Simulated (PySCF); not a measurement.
AlCl, SMILES [Cl][Al] (connectivity only; charge and spin as stated), neutral, multiplicity 1.

Geometry optimised at PBE0-D3(BJ)/def2-TZVPD.

Two levels are set side by side: PBE/def2-TZVPD (PySCF) and CAM-B3LYP/def2-TZVPD (PySCF). Same geometry, gas phase. Differences are taken from unrounded values.

| quantity | CAM-B3LYP | PBE | PBE minus CAM-B3LYP |
|---|---|---|---|
| orbital gap (eV) | 7.54 | 3.69 | -3.85 |
| highest occupied level (eV) | -8.24 | -6.09 | 2.15 |
| lowest empty level (eV) | -0.70 | -2.40 | -1.70 |
| dipole moment (D) | 1.73 | 1.52 | -0.21 |
| mean polarisability (bohr³) | 53.1 | 55.1 | 2.0 |

PBE's occupied levels lie high since its potential decays too fast outside the molecule; exact exchange lowers them and widens the gap. PBE's more diffuse valence density responds more strongly to a field. Differences between two approximate levels are no errors against the true value.

Rough cost on one machine, each run with all the roots and properties that it gave: CAM-B3LYP against PBE within a factor of 2.
